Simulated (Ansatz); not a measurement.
Born–Oppenheimer molecular dynamics of C3H8SiTe (13 atoms, charge 0, multiplicity 1). It starts from a relaxed structure.

Level of theory: RKS PBE-D4/def2-SVP (Ansatz).

| Quantity | Value |
| --- | --- |
| ensemble | NVT, Langevin thermostat |
| time step | 0.5 fs |
| steps asked | 150 |
| set temperature | 700 K |
| friction | 0.01 /fs |
| seed | 925866 |

First frame:

```xyz
13
Properties=species:S:1:pos:R:3
C -0.835 0.148 1.550
C -0.026 -0.202 0.525
C 1.463 -0.377 0.673
Si -0.798 -0.455 -1.177
Te 0.116 1.193 -2.868
H -0.434 0.319 2.566
H -1.923 0.278 1.423
H 1.770 -1.417 0.429
H 1.806 -0.149 1.703
H 2.012 0.280 -0.035
H -2.295 -0.352 -1.071
H -0.415 -1.784 -1.774
H -0.421 2.484 -1.931
```

Question: How far do the bonds stretch over the last three quarters of this one trajectory? (Pairs bonded in most of those frames.)

Answer: 
```csv
bond,mean (Å),spread (Å),shortest,longest
C1–C2,1.361,0.037,1.30,1.43
C1–H6,1.114,0.026,1.07,1.16
C1–H7,1.113,0.043,1.04,1.18
C2–C3,1.521,0.033,1.47,1.59
C2–Si4,1.878,0.043,1.80,1.95
C3–H8,1.128,0.068,1.01,1.23
C3–H9,1.116,0.031,1.06,1.17
C3–H10,1.114,0.026,1.07,1.16
Si4–Te5,2.503,0.023,2.48,2.57
Si4–H11,1.508,0.014,1.48,1.53
Si4–H12,1.506,0.033,1.44,1.57
Te5–H13,1.686,0.013,1.67,1.72
```

Mean temperature of the second half: 354 K. The mean temperature of the second half is 49 % below the set value. A run of 0.075 ps of so small a system gives no equilibrium averages.

Run time: 8.2 min on 2 threads of Arm Neoverse N1, on a shared host, peak memory 0.17 GiB.
